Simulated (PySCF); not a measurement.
Compound: C₃H₄FN₂S (doublet state).
Z-matrix (Å and degrees, GFN2-xTB geometry), rows numbered from 1:
```
F 
C   1  1.3710
C   2  1.4950  1  110.87
N   3  1.3417  2  118.26  1   172.92
S   4  1.6269  3  110.44  2   179.04
N   5  1.7247  4   94.24  3    -1.21
C   3  1.3673  2  125.88  1    -6.11
H   2  1.0954  1  107.57  3   121.19
H   2  1.0960  1  107.30  3  -121.12
H   6  1.0082  5  120.45  4   149.91
H   7  1.0707  3  128.13  2     1.60
```

The hyperfine couplings belong to this conformer and change with its torsions.

The species is `FCC1=NSN[CH]1` [radical].

Computed with UKS B3LYP, pcH-1 on C F H N S, non-relativistic, mean-field spin-orbit, GIAO (PySCF). One conformer (not necessarily the lowest) at the GFN2-xTB geometry, without solvent, vibrations or thermal averaging. The geometry wasn't refined by DFT: couplings that depend on bond lengths, twists or pyramidal angles can differ widely from those at the functional's own minimum. No stability test was run, so a lower SCF solution isn't excluded.

**Question.** Give the principal g shifts and their parts.

**Answer.** 
| Δg (ppt) | 1 | 2 | 3 |
| --- | --- | --- | --- |
| relativistic mass correction | -0.24 | -0.24 | -0.24 |
| gauge correction | 0.03 | -0.01 | 0.04 |
| orbital Zeeman/spin–orbit | -2.06 | 0.63 | 5.98 |
| total | -2.27 | 0.38 | 5.78 |

So g = 2.00005, 2.00270, 2.00810 and g_iso = 2.00362; the tensor is rhombic: the two nearest values differ by 33 % of g3 − g1. Axes: g3 points within 9° of the C3–C7 bond.

**Question.** At 9.402 GHz, how far is the centre of the isotropic spectrum from where a free electron (g = 2.002319) resonates?

**Answer.** B = hν/(g μB) with μB/h = 13.99624 MHz/mT gives 335.49 mT for the free electron and 335.27 mT at g_iso, 0.22 mT lower.

**Question.** What effective moment and Curie constant follow for a powder?

**Answer.** With the mean of g² = 4.0145 and S(S+1) = 0.75: μ_eff = √(⟨g²⟩S(S+1)) = 1.735 μB and χT = 0.12505·⟨g²⟩·S(S+1) = 0.377 cm³ K/mol (cgs; spin-Hamiltonian part alone).

**Question.** In a frozen sample, at which fields do the three g values resonate at 9.5, 34, 94 and 263 GHz (hyperfine left aside), and which band first spreads them over more than twice a line width of 0.3 mT?

**Answer.** 
```
band    GHz  B(g3) mT  B(g2) mT  B(g1) mT  spread mT
   X    9.5    338.01    338.92    339.37       1.36
   Q   34.0   1209.71   1212.97   1214.58       4.87
   W   94.0   3344.50   3353.51   3357.95      13.46
   J  263.0   9357.48   9382.69   9395.13      37.65
```

The spread grows in proportion to the frequency. X band is the first where it exceeds 0.6 mT.

The largest Mulliken spin populations are on N4 (+0.38), C7 (+0.31), S5 (+0.23) and N6 (+0.20). Four atoms exceed +0.15.

The HOMO–LUMO gaps are 3.69 eV among the α and 5.40 eV among the β orbitals.

The run took 67 s (with the writing of density and orbital grids) on an AMD EPYC with one thread, no GPU (shared host), and the process peaked at 0.79 GiB of memory.
